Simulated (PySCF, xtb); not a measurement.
Cl2H2OSn, SMILES [OH][SnH]([Cl])[Cl].

GFN2-xTB in xtb at its own geometry gives an orbital gap of 3.86 eV and a dipole moment of 2.18 D.

Geometry: B3LYP-D3(BJ)/def2-SVP. The def2 effective core potentials stand for the cores of Sn; spin–orbit coupling is left out. The values are those of a single conformer.

Problem. What does PySCF with PBE0/def2-TZVP give? (Estimate from the structure and the level; the computed values follow.)

Solution. gap 6.99 eV (levels -9.22 and -2.24 eV), dipole 0.99 D.
